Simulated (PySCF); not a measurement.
Species: C₉H₁₂Se.
SMILES with atom numbers: `[CH3:1][Se:2][C:3]1=[CH:4][CH:5]=[CH:6][C:7]12[CH2:8][CH2:9][CH2:10]2` (hydrogens: H11, H12, H13 on C1; H14 on C4; H15 on C5; H16 on C6; H17, H18 on C8; H19, H20 on C9; H21, H22 on C10)

Method: PBE0-D3(BJ)/def2-SVP geometry optimisation, gas phase (PySCF 2.14.0); density fitting, grid level 2; the optimiser is geomeTRIC in internal coordinates, started from a GFN2-xTB structure.

Step 2: E = -74843.5166 eV
```
atom  x, y, z in Å  |  force x, y, z in eV/Å
C1      3.3743    0.6195    1.0336    0.004  -0.013  -0.007
Se2     1.5203    1.1734    1.0516   -0.014   0.011   0.006
C3      0.8380   -0.1209   -0.1266    0.042  -0.013  -0.003
C4      1.4755   -1.1224   -0.7816   -0.020   0.005   0.000
C5      0.4905   -1.8544   -1.5794   -0.003   0.010   0.008
C6     -0.7282   -1.3035   -1.4101   -0.027  -0.019  -0.021
C7     -0.6292   -0.1425   -0.4663    0.040   0.027   0.029
C8     -1.6762   -0.1521    0.6917   -0.003  -0.029  -0.007
C9     -2.5267    0.8723   -0.0771   -0.003   0.024   0.018
C10    -1.3109    1.1683   -0.9705    0.001  -0.014  -0.027
H11     3.7869    0.7013    0.0189   -0.004  -0.002  -0.003
H12     3.9191    1.2956    1.7057   -0.018   0.006  -0.001
H13     3.4659   -0.4121    1.3996   -0.003  -0.002  -0.001
H14     2.5382   -1.3616   -0.7384   -0.001   0.002   0.002
H15     0.7292   -2.7136   -2.2093   -0.008   0.001   0.000
H16    -1.6644   -1.6231   -1.8703   -0.004   0.002   0.001
H17    -2.1231   -1.1293    0.9235    0.005   0.001   0.016
H18    -1.2435    0.2616    1.6155    0.006   0.020  -0.015
H19    -2.9353    1.7137    0.5015   -0.016  -0.005  -0.008
H20    -3.3550    0.4050   -0.6304    0.018  -0.018  -0.010
H21    -0.7474    2.0553   -0.6428   -0.002  -0.010   0.024
H22    -1.4684    1.2373   -2.0563    0.009   0.015   0.000
```

Step 3: E = -74843.5179 eV
```
atom  x, y, z in Å  |  force x, y, z in eV/Å
C1      3.3769    0.6199    1.0349   -0.030  -0.018  -0.022
Se2     1.5222    1.1730    1.0515   -0.010  -0.001  -0.001
C3      0.8402   -0.1217   -0.1269    0.026  -0.021  -0.012
C4      1.4738   -1.1245   -0.7837   -0.027   0.003  -0.004
C5      0.4856   -1.8543   -1.5806   -0.001   0.026   0.021
C6     -0.7316   -1.3013   -1.4095   -0.002   0.010   0.008
C7     -0.6270   -0.1410   -0.4647    0.018   0.038   0.033
C8     -1.6734   -0.1503    0.6937   -0.018  -0.015  -0.039
C9     -2.5280    0.8671   -0.0815    0.033   0.013   0.017
C10    -1.3082    1.1704   -0.9681   -0.025  -0.038  -0.011
H11     3.7879    0.6996    0.0198    0.006   0.000  -0.009
H12     3.9195    1.2985    1.7051    0.002   0.017   0.012
H13     3.4682   -0.4106    1.4030    0.002  -0.011   0.004
H14     2.5356   -1.3661   -0.7425    0.017  -0.003   0.002
H15     0.7199   -2.7135   -2.2113    0.006  -0.013  -0.009
H16    -1.6697   -1.6176   -1.8674   -0.011  -0.005  -0.006
H17    -2.1153   -1.1283    0.9303   -0.001  -0.006   0.020
H18    -1.2433    0.2711    1.6149    0.013   0.024  -0.007
H19    -2.9476    1.7055    0.4927   -0.021   0.005  -0.001
H20    -3.3475    0.3912   -0.6398    0.009  -0.020  -0.014
H21    -0.7494    2.0572   -0.6327    0.005  -0.003   0.028
H22    -1.4594    1.2434   -2.0542    0.006   0.018  -0.009
```

Step 4: E = -74843.5221 eV
```
atom  x, y, z in Å  |  force x, y, z in eV/Å
C1      3.3914    0.6043    1.0265   -0.123   0.001  -0.039
Se2     1.5401    1.1718    1.0550    0.016   0.001   0.009
C3      0.8478   -0.1169   -0.1211    0.025  -0.008   0.001
C4      1.4727   -1.1225   -0.7817   -0.098  -0.016  -0.035
C5      0.4739   -1.8436   -1.5755   -0.005   0.032   0.025
C6     -0.7391   -1.2832   -1.3988    0.049   0.059   0.060
C7     -0.6192   -0.1254   -0.4512   -0.011   0.034   0.021
C8     -1.6685   -0.1366    0.7033   -0.061   0.015  -0.120
C9     -2.5436    0.8351   -0.1102    0.132  -0.008   0.024
C10    -1.3031    1.1836   -0.9536   -0.092  -0.097   0.021
H11     3.7884    0.6725    0.0057    0.034   0.007  -0.020
H12     3.9380    1.2882    1.6850    0.065   0.029   0.039
H13     3.4764   -0.4234    1.4017    0.018  -0.027   0.020
H14     2.5326   -1.3709   -0.7452    0.032  -0.012  -0.001
H15     0.6940   -2.7030   -2.2091    0.039  -0.042  -0.025
H16    -1.6829   -1.5891   -1.8499   -0.018  -0.027  -0.027
H17    -2.0809   -1.1195    0.9689   -0.012  -0.018   0.033
H18    -1.2571    0.3314    1.6097    0.030   0.027   0.014
H19    -3.0293    1.6551    0.4361   -0.031   0.024   0.012
H20    -3.3095    0.3093   -0.6980   -0.015  -0.017  -0.017
H21    -0.7757    2.0706   -0.5728    0.025   0.016   0.030
H22    -1.4169    1.2803   -2.0419    0.002   0.029  -0.026
```

Problem. Estimate the geometry and energy of step 5. (The exact step hangs on the optimiser's Hessian estimate; all steps are aligned on step 4, rigid shifts and turns removed.)

Solution. E = -74843.5233 eV, largest force 0.123 eV/Å
```
atom  x, y, z in Å  |  force x, y, z in eV/Å
C1      3.3984    0.6021    1.0251   -0.089   0.006  -0.024
Se2     1.5474    1.1706    1.0584    0.024  -0.025  -0.012
C3      0.8511   -0.1164   -0.1185   -0.023  -0.024  -0.022
C4      1.4656   -1.1254   -0.7839    0.059  -0.023  -0.006
C5      0.4664   -1.8443   -1.5776   -0.026   0.096   0.072
C6     -0.7418   -1.2760   -1.3945   -0.033   0.021   0.012
C7     -0.6163   -0.1192   -0.4455   -0.004  -0.007  -0.009
C8     -1.6674   -0.1299    0.7060   -0.051   0.005  -0.077
C9     -2.5490    0.8210   -0.1229    0.086   0.001   0.022
C10    -1.3018    1.1884   -0.9462   -0.069  -0.060   0.007
H11     3.7930    0.6679    0.0028    0.024   0.004  -0.008
H12     3.9496    1.2871    1.6805    0.040   0.009   0.019
H13     3.4846   -0.4251    1.4027    0.015  -0.013   0.012
H14     2.5248   -1.3790   -0.7503    0.031  -0.006   0.003
H15     0.6829   -2.7046   -2.2129    0.026  -0.009  -0.002
H16    -1.6883   -1.5779   -1.8440   -0.012  -0.017  -0.018
H17    -2.0681   -1.1133    0.9894   -0.006  -0.004   0.025
H18    -1.2615    0.3611    1.6035    0.019   0.009   0.009
H19    -3.0638    1.6324    0.4106   -0.020   0.010   0.004
H20    -3.2908    0.2743   -0.7232   -0.013  -0.005  -0.007
H21    -0.7868    2.0729   -0.5416    0.018   0.007   0.011
H22    -1.3986    1.3009   -2.0352    0.002   0.022  -0.010
```

The energy changes by -0.0012 eV. The first-order estimate −F·Δx gives -0.0027 eV and the mean of the old and new forces, exact on a quadratic surface, -0.0011 eV. The step makes an angle of 86° with the force vector and moves no atom by more than 0.049 Å.

The cost below is that of the whole optimisation. On an Arm Neoverse V2 with one thread, no GPU, shared host, this took 4.4 min and 1.1 GiB of memory at its peak.
